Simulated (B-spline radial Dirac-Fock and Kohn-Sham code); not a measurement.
# Binding energies of Al⁺ at several levels of theory

System: aluminum as Al⁺ in the configuration [Ne] 3s1 3p1 (not the ground configuration).

The density-functional columns are spherical, spin-unpolarised Dirac-Kohn-Sham results without Breit or QED terms: −ε is minus the orbital energy of the initial state and ΔSCF the difference of two total energies. The reference in the last column comes from relaxed Dirac-Fock hole states (ΔSCF) with Breit and QED corrections and a finite nucleus. All numbers are from a B-spline atomic structure program, in eV; a selection of levels is shown. The Kohn-Sham columns are given as differences from the reference.

| level | PBE −ε − DF | PBE ΔSCF − DF | Dirac-Fock |
| --- | --- | --- | --- |
| L2 (2p1/2) | -12.3 | +2.3 | 92.28 |
| L3 (2p3/2) | -12.3 | +2.3 | 91.87 |
| M1 (3s) | -3.9 | +0.5 | 19.47 |
| M2,3 (3p) | -3.2 | +0.5 | 12.90 |

Values without a named source are computed, but for edge energies of neutral atoms, which are taken from tables.
